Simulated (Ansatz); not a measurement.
Ansatz (a first-principles code) job for Ge(H)(Br)2(Me) (CH4Br2Ge), SMILES [Br][GeH]([Br])[CH3], PBE-D3(BJ)/def2-SVP. 

Ansatz 0.2 input:
```yaml
crystal:
  periodic: [false, false, false]
  atoms:
    - {symbol: Ge, position_ang: [-0.40916135, -0.64003681, 0.00000000]}
    - {symbol: C, position_ang: [0.67217523, -2.26054313, 0.00000001]}
    - {symbol: Br, position_ang: [0.11950043, 0.60820381, 1.89342179]}
    - {symbol: Br, position_ang: [0.11950043, 0.60820381, -1.89342179]}
    - {symbol: H, position_ang: [-1.93291865, -0.84587819, 0.00000000]}
    - {symbol: H, position_ang: [0.44645066, -2.85048336, 0.90041075]}
    - {symbol: H, position_ang: [0.44645066, -2.85048337, -0.90041073]}
    - {symbol: H, position_ang: [1.73509947, -1.98298508, 0.00000001]}
basis:
  gaussian:
    orbitals: def2-SVP
hamiltonian:
  xc: pbe
  dispersion: d3bj
relax: {f_tol: 0.002, max_steps: 200}
```

Program output:

```
WARN ansatz: RAYON_NUM_THREADS=1 ignored (pool sized by the plan → 1); use --threads N
Functional definition: PBE
integrals: 0.09 GiB planned
1431 factors; their error is unknown
mean field: 0.42 GiB planned
mean field evaluation 1: about -197652.7887 eV, gradient 5.6e1 eV
mean field evaluation 2: about -197640.6399 eV, gradient 8.2e1 eV
mean field evaluation 4: about -197659.7462 eV, gradient 5.3e0 eV
mean field evaluation 8: about -197659.6631 eV, gradient 1.4e-1 eV
mean field evaluation 16: about -197659.6632 eV, gradient 4.9e-5 eV
mean field -197659.66316250 eV, -7263.8586426903 hartree, gradient 4.9e-5 eV, S^2 0.000000; 0 other end points of the search recorded, 0 dependent functions left out
the calculation of the forces begins
reference -197659.66319888 eV, -7263.8586440272 hartree; 56, 56 occupied and 74, 74 virtual orbitals, 1431 factors
relax step   1: F+E_penalty+E_count = -197659.87917827 eV  Δ(F+E_penalty+E_count) = +0.000e0 eV  max|allowed force component| = 2.378e-1 eV/Å  Δτ_max = 0.0000 Å  (28 SCF iters, accepted)
these checks for a lower state are left out or cut short: starts, cluster_reference, orbital_swaps, neighbouring_geometries, increment
integrals: 0.09 GiB planned
1431 factors; their error is unknown
mean field: 0.42 GiB planned
mean field -197659.66712824 eV, -7263.8587884283 hartree, gradient 1.3e-5 eV, S^2 0.000000; 0 other end points of the search recorded, 0 dependent functions left out
the calculation of the forces begins
reference -197659.66716466 eV, -7263.8587897670 hartree; 56, 56 occupied and 74, 74 virtual orbitals, 1431 factors
relax step   2: F+E_penalty+E_count = -197659.88277495 eV  Δ(F+E_penalty+E_count) = -3.597e-3 eV  max|allowed force component| = 6.218e-2 eV/Å  Δτ_max = 0.0086 Å  (31 SCF iters, accepted)
these checks for a lower state are left out or cut short: starts, cluster_reference, orbital_swaps, neighbouring_geometries, increment
integrals: 0.09 GiB planned
1431 factors; their error is unknown
mean field: 0.42 GiB planned
mean field evaluation 32: about -197659.6674 eV, gradient 2.0e-5 eV
mean field -197659.66743398 eV, -7263.8587996641 hartree, gradient 2.0e-5 eV, S^2 0.000000; 0 other end points of the search recorded, 0 dependent functions left out
the calculation of the forces begins
reference -197659.66747042 eV, -7263.8588010034 hartree; 56, 56 occupied and 74, 74 virtual orbitals, 1431 factors
relax step   3: F+E_penalty+E_count = -197659.88301079 eV  Δ(F+E_penalty+E_count) = -2.358e-4 eV  max|allowed force component| = 1.956e-3 eV/Å  Δτ_max = 0.0026 Å  (24 SCF iters, accepted)
integrals: 0.09 GiB planned
1431 factors; their error is unknown
mean field: 0.42 GiB planned
mean field -197659.66743398 eV, -7263.8587996641 hartree, gradient 2.0e-5 eV, S^2 0.000000; 1 other end points of the search recorded, 0 dependent functions left out
the calculation of the forces begins
reference -197659.66747042 eV, -7263.8588010034 hartree; 56, 56 occupied and 74, 74 virtual orbitals, 1431 factors
Total energy: -197659.88304723 eV, -7263.8667233050 hartree
Atom 0 at    -0.407303    -0.637721     0.000000 Å, force    -0.000313     0.001251    -0.000000 eV/Å
Atom 1 at     0.674213    -2.261808     0.000000 Å, force     0.001091     0.001132    -0.000000 eV/Å
Atom 2 at     0.119042     0.611043     1.895233 Å, force    -0.001049    -0.000492    -0.000768 eV/Å
Atom 3 at     0.119042     0.611043    -1.895233 Å, force    -0.001049    -0.000492     0.000768 eV/Å
Atom 4 at    -1.942260    -0.844347     0.000000 Å, force    -0.000007     0.001466     0.000000 eV/Å
Atom 5 at     0.444905    -2.854355     0.906778 Å, force     0.000202    -0.000455    -0.000120 eV/Å
Atom 6 at     0.444905    -2.854355    -0.906778 Å, force     0.000202    -0.000455     0.000120 eV/Å
Atom 7 at     1.744552    -1.983503     0.000000 Å, force     0.000924    -0.001956    -0.000000 eV/Å
Dipole moment:    -0.032022    -0.517812    -0.000000 e Å
```

The run converged.
